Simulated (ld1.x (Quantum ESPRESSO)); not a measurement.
## An all-electron radial function and its pseudo partner (chromium)

Columns: radius, all-electron u(r) and pseudo u(r) of the 4s shell (level -4.01 eV) of chromium in the configuration [Ar] 3d5 4s1 4p0; PBE, scalar-relativistic, TM semilocal scheme, ld1.x (Quantum ESPRESSO) 7.5.

```tsv
r (bohr)	all-electron	pseudo
0.168	-0.1382	-0.0178
0.335	-0.0222	-0.0367
0.503	0.1788	-0.0582
0.670	0.2465	-0.0835
0.838	0.1973	-0.1144
1.005	0.0879	-0.1521
1.172	-0.0402	-0.1978
1.340	-0.1647	-0.2523
1.508	-0.2742	-0.3137
1.675	-0.3646	-0.3778
1.842	-0.4365	-0.4392
2.010	-0.4917	-0.4919
2.178	-0.5317	-0.5317
2.345	-0.5587	-0.5587
2.512	-0.5749	-0.5749
2.680	-0.5821	-0.5821
2.848	-0.5818	-0.5818
3.015	-0.5753	-0.5753
3.182	-0.5640	-0.5640
3.350	-0.5488	-0.5488
3.518	-0.5306	-0.5306
3.685	-0.5103	-0.5103
3.852	-0.4885	-0.4885
4.020	-0.4656	-0.4656
4.188	-0.4421	-0.4421
4.355	-0.4187	-0.4187
```

(1) How many radial nodes do the two functions have?

(2) At about which radius was the pseudo-wave matched?

(3) Is the pseudo-wave norm-conserving?

Results:

(1) The all-electron 4s function has n − l − 1 = 3 (the table is too coarse to show those close to the nucleus); the pseudo-wave has 0, since the states of the same l below it are removed with the core.

(2) 2.20 bohr. The columns agree to 0.0005 from 2.01 bohr on; several derivatives are matched, so the curves merge somewhat inside the radius.

(3) Yes: the TM semilocal scheme keeps the norm inside the radius equal to the all-electron one, which fixes the energy derivative of the logarithmic derivative at the level.
